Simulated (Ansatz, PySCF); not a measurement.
Gas-phase reaction in SMILES: NB(N)O + H+ → NB([NH3+])O (at N, the best of the heteroatom sites tried; carbon was not tried)

Wanted: proton affinity (electronic), in kcal/mol. Positive where the reaction releases energy. Set-up: frozen cores in correlated levels; non-relativistic; dispersion terms only where a functional's name holds one; spin-orbit terms left out. CBS marks a two-point X^-3 extrapolation of the correlation energy; Hartree-Fock from the larger set. First-principles rows: single points at B3LYP-D3(BJ) geometries (Ansatz, an electronic-structure program).

| species | coefficient | E at BP86/def2-SVP (PySCF), Eh | E at PBE/def2-TZVPD (Ansatz), Eh |
|---|---|---|---|
| NB(N)O | +1 | -212.55766 | -212.56164 |
| H+ | +1 | 0.00000 | 0.00000 |
| NB([NH3+])O | -1 | -212.91970 | -212.91104 |

Coupled cluster (Ansatz) is a level with limits of its own, used here on species with T1 under 0.025 (0.045 for open shells) and stable references: CCSD(T)/CBS(cc-pVTZ,cc-pVQZ). Value to compare with, CCSD(T)/CBS(cc-pVTZ,cc-pVQZ) (Ansatz): 219.9 kcal/mol. 1 Eh = 627.5095 kcal/mol.

Task: Compute it at each level from the table, and compare with CCSD(T)/CBS(cc-pVTZ,cc-pVQZ) (Ansatz).

Result: 
- BP86/def2-SVP: the sum of coefficient times E is 0.36204 Eh, or 227.18 kcal/mol. Result: 227.2 kcal/mol. Its difference against CCSD(T)/CBS(cc-pVTZ,cc-pVQZ) (Ansatz) is 7.3 kcal/mol.
- PBE/def2-TZVPD: the sum of coefficient times E is 0.34940 Eh, or 219.25 kcal/mol. Result: 219.3 kcal/mol. Its difference against CCSD(T)/CBS(cc-pVTZ,cc-pVQZ) (Ansatz) is -0.6 kcal/mol.
